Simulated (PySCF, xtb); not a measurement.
1-bromo-1,2,2-trichloroethene (C2BrCl3), SMILES ClC(Cl)=C(Cl)Br.

Harmonic wavenumbers (cm⁻¹) from xtb 6.7.1 with GFN2-xTB at its own minimum, in rising order: 84, 121, 180, 236, 271, 281, 397, 401, 682, 781, 845, 1564.

Task: What does PBE-D3(BJ)/def2-SVP in PySCF give at its own minimum? (The exact figures need the calculation; the answer reports its results.)

Result: 85, 150, 210, 261, 268, 309, 412, 481, 731, 864, 944, 1564. Paired by order, the mean absolute difference is 37 cm⁻¹ and the zero-point energies are 8.4 and 9.0 kcal/mol.
